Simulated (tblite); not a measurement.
C₄H₁₃BN₂Si₂.
Bonds: C1–B2, B2–C3, B2–N4, N4–Si5, Si5–Si6, Si6–C7, C7–C8, C8–N9 (triple). Hydrogens: H10, H11, H12 on C1; H13, H14, H15 on C3; H16 on N4; H17, H18 on Si5; H19, H20 on Si6; H21, H22 on C7.

Computed with GFN2-xTB (tblite), gas phase: L-BFGS steps from a force-field or distance-geometry start until the largest atomic force falls under 0.01 eV/Å.

Geometry at step 28:
```
atom  x, y, z in Å
C1     -1.8804   -1.4028   -0.9612
B2     -1.6857    0.1401   -0.5889
C3     -2.8344    0.9738    0.1159
N4     -0.4219    0.7270   -0.8046
Si5     0.5959    1.7085    0.2243
Si6     1.6207    0.0395    1.4710
C7      2.4986   -1.1295    0.2043
C8      3.5256   -0.4447   -0.5014
N9      4.3534    0.1347   -1.0389
H10    -1.0815   -1.8114   -1.5829
H11    -2.8061   -1.6098   -1.4920
H12    -1.9072   -2.0022   -0.0453
H13    -2.6395    2.0426    0.0832
H14    -2.9262    0.6834    1.1637
H15    -3.7996    0.8192   -0.3651
H16     0.1266    0.1887   -1.4650
H17    -0.1896    2.6274    1.0491
H18     1.4164    2.4724   -0.7175
H19     0.6460   -0.8882    2.0595
H20     2.6595    0.2495    2.4731
H21     1.7776   -1.5158   -0.5144
H22     2.9415   -1.9832    0.7153
```

Question: What forces act on the atoms?

Answer: 
| atom | Fx (eV/Å) | Fy (eV/Å) | Fz (eV/Å) |
| --- | --- | --- | --- |
| C1 | -0.046 | 0.029 | -0.138 |
| B2 | -0.034 | -0.166 | 0.084 |
| C3 | 0.058 | 0.007 | -0.042 |
| N4 | -0.041 | -0.104 | -0.030 |
| Si5 | -0.061 | -0.027 | -0.103 |
| Si6 | 0.067 | -0.091 | -0.149 |
| C7 | 0.018 | -0.079 | -0.049 |
| C8 | -0.011 | -0.037 | 0.078 |
| N9 | 0.077 | 0.092 | -0.098 |
| H10 | 0.041 | 0.075 | 0.075 |
| H11 | -0.112 | 0.040 | 0.061 |
| H12 | -0.014 | 0.150 | -0.123 |
| H13 | 0.055 | 0.007 | 0.084 |
| H14 | -0.107 | 0.037 | -0.105 |
| H15 | 0.024 | -0.108 | 0.139 |
| H16 | 0.131 | 0.074 | 0.051 |
| H17 | -0.083 | -0.003 | -0.040 |
| H18 | 0.086 | 0.038 | 0.006 |
| H19 | -0.084 | -0.044 | 0.145 |
| H20 | 0.063 | 0.178 | 0.160 |
| H21 | -0.066 | -0.021 | -0.047 |
| H22 | 0.039 | -0.045 | 0.044 |

The largest, 0.25 eV/Å, acts on H20; the rms over all components is 0.082 eV/Å. The forces sum to zero within rounding, as they must for an isolated molecule in no field.

Question: Give the force on H20 in Eh/bohr and in nN.

Answer: 0.247 eV/Å ÷ 51.422 = 0.00481 Eh/bohr, and 0.247 eV/Å × 1.602 = 0.40 nN.

Question: How far is this geometry from the end of the optimisation?

Answer: 0.329 eV above it, and 1.410 Å rms away after alignment. The bonds farthest from their final lengths, with half the difference of the two atoms' forces along the bond (positive lengthens):

```json
{"bond": "Si6–H20", "now (Å)": "1.459", "final (Å)": "1.471", "force along bond (eV/Å)": "+0.12"}
{"bond": "C1–B2", "now (Å)": "1.599", "final (Å)": "1.587", "force along bond (eV/Å)": "-0.07"}
{"bond": "Si5–H17", "now (Å)": "1.463", "final (Å)": "1.472", "force along bond (eV/Å)": "+0.03"}
{"bond": "B2–N4", "now (Å)": "1.410", "final (Å)": "1.403", "force along bond (eV/Å)": "+0.02"}
{"bond": "C1–H12", "now (Å)": "1.095", "final (Å)": "1.089", "force along bond (eV/Å)": "-0.03"}
{"bond": "Si5–H18", "now (Å)": "1.464", "final (Å)": "1.469", "force along bond (eV/Å)": "+0.02"}
```

The angle farthest from its final value is Si5–Si6–H20, 125.4° against 115.1°.

Of the 2 listed bonds off by 0.010 Å or more, this force points towards the final length in 2.

What follows is the cost of the whole relaxation. On an Arm Neoverse V2 with one thread (shared host), this took 2.5 s of wall time.
